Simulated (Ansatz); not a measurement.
`[AlH2][O][GaH][SiH3]` + `[SiH3]P` → `[SiH3][PH][GaH][SiH3]` + `[OH][AlH2]`  (ligand exchange at a Ga–O bond)

Gas-phase electronic energies from Ansatz, PBE0-D4/def2-TZVP geometries. CBS: MP2 limit from def2 TZ/QZ plus the TZ coupled-cluster correction, frozen cores. This one scheme is used for every species. DFT in def2-TZVPP. B3LYP here is the variant with VWN-RPA as its local correlation; programs differ in this. HSE06 is defined as in plane-wave codes. For Ga outer-core shells are correlated without core-valence functions, which leaves a few kJ/mol of doubt a bond. Scalar relativity is left out up to krypton. One conformer a species, not always the lowest.

```tsv
level	ΔE (kJ/mol)	difference from CCSD(T)/CBS
LDA (SPW92)	7.2	-6.2
PBE-D4	5.0	-8.4
revPBE-D4	4.5	-8.9
BLYP-D4	19.8	6.4
r2SCAN-D4	14.4	1.0
B97M-V	19.8	6.4
PBE0-D4	5.3	-8.1
B3LYP-D4	19.3	5.9
r2SCANh-D4	13.5	0.1
r2SCAN0-D4	12.4	-1.0
HSE06-D4	5.0	-8.4
BHLYP-D4	21.6	8.2
CAM-B3LYP-D4	27.4	14.0
ωB97X-V	22.1	8.7
ωB97M-V	18.1	4.7
B2PLYP	25.4	12.0
PBE-QIDH	12.7	-0.7
revPBE	10.7	-2.7
BLYP	28.1	14.7
r2SCAN	15.5	2.1
PBE0	9.3	-4.1
r2SCANh	14.7	1.3
r2SCAN0	13.8	0.4
BHLYP	29.4	16.0
CAM-B3LYP	31.8	18.4
LC-ωPBE	18.8	5.4
RPA@PBE/def2-TZVPP	24.8	11.4
HF/def2-SVP	50.1	36.7
MP2/def2-SVP	35.7	22.3
CCSD(T)/def2-SVP	38.8	25.4
HF/def2-TZVPP	39.7	26.3
MP2/def2-TZVPP	16.3	2.9
SCS-MP2/def2-TZVPP	25.5	12.1
CCSD/def2-TZVPP	23.4	10.0
HF/def2-QZVPP	41.2	27.8
MP2/def2-QZVPP	12.9	-0.5
SCS-MP2/def2-QZVPP	22.4	9.0
HF/CBS(def2)	41.4	28.0
MP2/CBS(def2)	9.5	-3.9
CCSD/CBS(def2)	16.6	3.2
CCSD(T)/CBS	13.4	0
```

Largest T1 diagnostic among the species: 0.015.

At CCSD(T), def2-SVP lies +25.4 kJ/mol from the extrapolated value and def2-TZVPP +6.8 kJ/mol. Leaving LDA and LC-ωPBE aside and taking each functional with its dispersion term where it has one, the values spread over 23.0 kJ/mol, from revPBE-D4 to CAM-B3LYP-D4. The D4 term adds −7.1 kJ/mol with B3LYP and −3.9 kJ/mol with PBE0; it sums over pairs of atoms, weighted by their polarisabilities, and B3LYP, whose exchange is more repulsive, gets the larger term.

CCSD(T)/CBS has its own doubt, a few kJ/mol and more with outer-core shells, so smaller differences from it don't rank the levels.
